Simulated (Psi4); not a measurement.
Psi4 input (wB97X-D/6-31G*):

```
memory 1500 MB

molecule {
1 2
F    -1.74974500   -1.38873300   -0.39268600
Si   -1.17669800    0.06204500    0.02162400
Si    1.17669800   -0.06204500   -0.02162400
F     1.74974500    1.38873300    0.39268600
H    -1.68644900    0.38737300    1.37310900
H    -1.69399800    1.05344100   -0.94880400
H     1.69399800   -1.05344100    0.94880400
H     1.68644900   -0.38737300   -1.37310900
symmetry c1
no_reorient
no_com
}

set {
  basis 6-31G*
  reference uks
  scf_type pk
  dft_radial_points 99
  dft_spherical_points 590
  e_convergence 1e-8
  d_convergence 1e-7
  maxiter 150
}

e = energy('wb97x-d')
print_out(f'\nFINAL {e:.10f} DIPOLE {variable("CURRENT DIPOLE")[0]:.6f} {variable("CURRENT DIPOLE")[1]:.6f} {variable("CURRENT DIPOLE")[2]:.6f}\n')
```

Output:

```
   => Loading Basis Set <=

    Name: 6-31G*
    Role: ORBITAL
    Keyword: BASIS
    atoms 1, 4 entry F          line   162 file 6-31gs.gbs
    atoms 2-3  entry SI         line   268 file 6-31gs.gbs
    atoms 5-8  entry H          line    44 file 6-31gs.gbs

   => WB97X-D: Empirical Dispersion <=

    Chai and Head-Gordon Dispersion Correction
    Chai, J.-D.; Head-Gordon, M. (2010), J. Chem. Phys., 132: 6615-6620

        s6 =       1.000000

         ---------------------------------------------------------
                                   SCF
               by Justin Turney, Rob Parrish, Andy Simmonett
                          and Daniel G. A. Smith
                              UKS Reference
         ---------------------------------------------------------

  ==> Geometry <==

    Molecular point group: c1
    Full point group: Ci

    Geometry (in Angstrom), charge = 1, multiplicity = 2:

       Center              X                  Y                   Z               Mass
    ------------   -----------------  -----------------  -----------------  -----------------
         F           -1.749745000000    -1.388733000000    -0.392686000000    18.998403162730
         SI          -1.176698000000     0.062045000000     0.021624000000    27.976926534650
         SI           1.176698000000    -0.062045000000    -0.021624000000    27.976926534650
         F            1.749745000000     1.388733000000     0.392686000000    18.998403162730
         H           -1.686449000000     0.387373000000     1.373109000000     1.007825032230
         H           -1.693998000000     1.053441000000    -0.948804000000     1.007825032230
         H            1.693998000000    -1.053441000000     0.948804000000     1.007825032230
         H            1.686449000000    -0.387373000000    -1.373109000000     1.007825032230

  Running in c1 symmetry.

  Rotational constants: A =      0.39177  B =      0.06592  C =      0.05874 [cm^-1]
  Rotational constants: A =  11745.09938  B =   1976.37964  C =   1761.04286 [MHz]
  Nuclear repulsion =  220.236215971571312

  Charge       = 1
  Multiplicity = 2
  Electrons    = 49
  Nalpha       = 25
  Nbeta        = 24

  ==> Algorithm <==

  SCF Algorithm Type is PK.
  DIIS enabled.
  MOM disabled.
  Fractional occupation disabled.
  Guess Type is SAD.
  Energy threshold   = 1.00e-08
  Density threshold  = 1.00e-07
  Integral threshold = 1.00e-12

  ==> Primary Basis <==

  Basis Set: 6-31G*
    Blend: 6-31G*
    Number of shells: 36
    Number of basis functions: 76
    Number of Cartesian functions: 76
    Spherical Harmonics?: false
    Max angular momentum: 2

  ==> DFT Potential <==

   => LibXC <=

    Version 7.1.2
    S. Lehtola, C. Steigemann, M. J. T. Oliveira, and M. A. L. Marques,  SoftwareX 7, 1–5 (2018) (10.1016/j.softx.2017.11.002)

   => Composite Functional: WB97X-D <=

    wB97X-D Hyb-GGA Exchange-Correlation Functional

    J.-D. Chai and M. Head-Gordon,  Phys. Chem. Chem. Phys. 10, 6615–6620 (2008) (10.1039/B810189B)

    Deriv               =              1
    GGA                 =           TRUE
    Meta                =          FALSE

    Exchange Hybrid     =           TRUE
    MP2 Hybrid          =          FALSE

   => Exchange-Correlation Functionals <=

    1.0000   wB97X-D range-separated functional

   => Exact (HF) Exchange <=

    0.7780            HF,LR [omega = 0.2000]
    0.2220               HF

   => LibXC Density Thresholds  <==

    XC_HYB_GGA_XC_WB97X_D:  1.00E-14

   => Molecular Quadrature <=

    Radial Scheme          =       TREUTLER
    Pruning Scheme         =           NONE
    Nuclear Scheme         =       TREUTLER

    Blocking Scheme        =         OCTREE
    BS radius alpha        =              1
    Pruning alpha          =              1
    Radial Points          =             99
    Spherical Points       =            590
    Total Points           =         445024
    Total Blocks           =           3220
    Max Points             =            256
    Max Functions          =             73
    Weights Tolerance      =       1.00E-15

  ==> Integral Setup <==

  Using in-core PK algorithm.
   Calculation information:
      Number of atoms:                   8
      Number of AO shells:              36
      Number of primitives:            100
      Number of atomic orbitals:        76
      Number of basis functions:        76

      Integral cutoff                 1.00e-12
      Number of threads:                 1

  Performing in-core PK
  Using 12846603 doubles for integral storage.
  We computed 187560 shell quartets total.
  Whereas there are 222111 unique shell quartets.

  Computing range-separated integrals for PK
  We computed 187560 wK shell quartets total.
  Whereas there are 222111 wK unique shell quartets.

  ==> DiskJK: Disk-Based J/K Matrices <==

    J tasked:                  Yes
    K tasked:                  Yes
    wK tasked:                 Yes
    Omega:               2.000E-01
    Schwarz Cutoff:          1E-12


  Cached 100.0% of DFT collocation blocks in 0.723 [GiB].

  Minimum eigenvalue in the overlap matrix is 5.0191716354E-03.
  Reciprocal condition number of the overlap matrix is 8.8131129656E-04.
    Using symmetric orthogonalization.

  ==> Pre-Iterations <==

  SCF Guess: Superposition of Atomic Densities via on-the-fly atomic UHF (no occupation information).

   -------------------------
    Irrep   Nso     Nmo
   -------------------------
     A         76      76
   -------------------------
    Total      76      76
   -------------------------

  ==> Iterations <==

                        Total Energy        Delta E     RMS |[F,P]|

   @UKS iter SAD:  -780.21464099777393   -7.80215e+02   0.00000e+00
   @UKS iter   1:  -780.59616333434599   -3.81522e-01   5.95247e-03 ADIIS/DIIS
   @UKS iter   2:  -780.55208476727751    4.40786e-02   8.28239e-03 ADIIS/DIIS
   @UKS iter   3:  -780.68093615346220   -1.28851e-01   3.19568e-04 ADIIS/DIIS
   @UKS iter   4:  -780.68158694632018   -6.50793e-04   1.20046e-04 ADIIS/DIIS
   @UKS iter   5:  -780.68168056298566   -9.36167e-05   3.91219e-05 DIIS
   @UKS iter   6:  -780.68169955104202   -1.89881e-05   1.56647e-05 DIIS
   @UKS iter   7:  -780.68170341370205   -3.86266e-06   4.35887e-06 DIIS
   @UKS iter   8:  -780.68170380306174   -3.89360e-07   1.17863e-06 DIIS
   @UKS iter   9:  -780.68170382027574   -1.72140e-08   3.37610e-07 DIIS
   @UKS iter  10:  -780.68170382160861   -1.33286e-09   6.82197e-08 DIIS
  Energy and wave function converged.

  ==> Post-Iterations <==

   Electrons on quadrature grid:
      Nalpha   =   25.0000031903 ; deviation = 3.190e-06
      Nbeta    =   24.0000030950 ; deviation = 3.095e-06
      Ntotal   =   49.0000062853 ; deviation = 6.285e-06

   @Spin Contamination Metric:   3.169906942E-03
   @S^2 Expected:                7.500000000E-01
   @S^2 Observed:                7.531699069E-01
   @S   Expected:                5.000000000E-01
   @S   Observed:                5.000000000E-01

    Orbital Energies [Eh]
    ---------------------

    Alpha Occupied:

       1A    -66.583360     2A    -66.583319     3A    -25.054853
       4A    -25.054853     5A     -5.697312     6A     -5.697283
       7A     -4.046066     8A     -4.045526     9A     -4.041779
      10A     -4.041767    11A     -4.037841    12A     -4.037817
      13A     -1.512497    14A     -1.512071    15A     -0.937193
      16A     -0.863164    17A     -0.776106    18A     -0.775945
      19A     -0.761957    20A     -0.761743    21A     -0.752097
      22A     -0.735168    23A     -0.670153    24A     -0.654436
      25A     -0.644566

    Alpha Virtual:

      26A     -0.198013    27A     -0.133964    28A     -0.113917
      29A     -0.074154    30A     -0.044834    31A     -0.021221
      32A      0.031478    33A      0.055441    34A      0.085376
      35A      0.086842    36A      0.105194    37A      0.117697
      38A      0.176147    39A      0.222468    40A      0.263062
      41A      0.345994    42A      0.370505    43A      0.424553
      44A      0.481989    45A      0.507198    46A      0.507672
      47A      0.511464    48A      0.599155    49A      0.660909
      50A      0.820893    51A      0.905000    52A      0.957901
      53A      0.979863    54A      1.011833    55A      1.148983
      56A      1.162087    57A      1.174158    58A      1.180789
      59A      1.190887    60A      1.235986    61A      1.483404
      62A      1.536067    63A      1.712917    64A      1.715020
      65A      1.716447    66A      1.723400    67A      1.838723
      68A      1.860700    69A      1.866987    70A      1.887981
      71A      2.619933    72A      2.658865    73A      2.731210
      74A      2.784892    75A      3.955726    76A      4.056538

    Beta Occupied:

       1A    -66.582185     2A    -66.582145     3A    -25.051988
       4A    -25.051988     5A     -5.696174     6A     -5.696167
       7A     -4.042283     8A     -4.042025     9A     -4.040335
      10A     -4.040125    11A     -4.037383    12A     -4.037369
      13A     -1.505181    14A     -1.504794    15A     -0.907817
      16A     -0.851250    17A     -0.763457    18A     -0.759419
      19A     -0.757153    20A     -0.748307    21A     -0.740467
      22A     -0.712630    23A     -0.659129    24A     -0.641798

    Beta Virtual:

      25A     -0.408682    26A     -0.188068    27A     -0.115750
      28A     -0.091405    29A     -0.071659    30A     -0.035982
      31A     -0.012197    32A      0.036226    33A      0.056183
      34A      0.087907    35A      0.103022    36A      0.113697
      37A      0.119382    38A      0.183085    39A      0.226962
      40A      0.270211    41A      0.364808    42A      0.381062
      43A      0.439887    44A      0.494892    45A      0.514068
      46A      0.516052    47A      0.522905    48A      0.608776
      49A      0.666856    50A      0.836162    51A      0.914913
      52A      0.972715    53A      0.991305    54A      1.022376
      55A      1.151780    56A      1.165656    57A      1.176091
      58A      1.189060    59A      1.199766    60A      1.237919
      61A      1.485320    62A      1.538514    63A      1.717359
      64A      1.719506    65A      1.720916    66A      1.727490
      67A      1.845053    68A      1.861779    69A      1.868013
      70A      1.894629    71A      2.625381    72A      2.662798
      73A      2.736193    74A      2.791590    75A      3.958360
      76A      4.059167

    Final Occupation by Irrep:
              A
    DOCC [    24 ]
    SOCC [     1 ]
    NA   [    25 ]
    NB   [    24 ]

  @UKS Final Energy:  -780.68170382160861

   => Energetics <=

    Nuclear Repulsion Energy =            220.2362159715713119
    One-Electron Energy =               -1510.5504158559647294
    Two-Electron Energy =                 555.6243691963325091
    DFT Exchange-Correlation Energy =     -45.9891627943108716
    Empirical Dispersion Energy =          -0.0027103392367096
    VV10 Nonlocal Energy =                  0.0000000000000000
    Total Energy =                       -780.6817038216086075

  UHF NO Occupations:
  HONO-2 :   23  A 1.9994249
  HONO-1 :   24  A 1.9994118
  HONO-0 :   25  A 1.0000000
  LUNO+0 :   26  A 0.0005882
  LUNO+1 :   27  A 0.0005751
  LUNO+2 :   28  A 0.0001330
  LUNO+3 :   29  A 0.0001328

Computation Completed

Properties will be evaluated at   0.000000,   0.000000,   0.000000 [a0]

Properties computed using the SCF density matrix

 Multipole Moments:

 ------------------------------------------------------------------------------------
     Multipole            Electronic (a.u.)      Nuclear  (a.u.)        Total (a.u.)
 ------------------------------------------------------------------------------------

 L = 1.  Multiply by 2.5417464519 to convert [e a0] to [Debye]
 Dipole X            :          0.0000000           -0.0000000            0.0000000
 Dipole Y            :          0.0000000           -0.0000000            0.0000000
 Dipole Z            :          0.0000000            0.0000000            0.0000000
 Magnitude           :                                                    0.0000000

 ------------------------------------------------------------------------------------

FINAL -780.6817038216 DIPOLE 0.000000 0.000000 0.000000

*** Psi4 exiting successfully. Buy a developer a beer!
```

The dipole moment of an ion depends on the origin.

The geometry given is a B3LYP-D3(BJ)/def2-TZVP minimum of the species of charge 0 and multiplicity 1, not of this state.
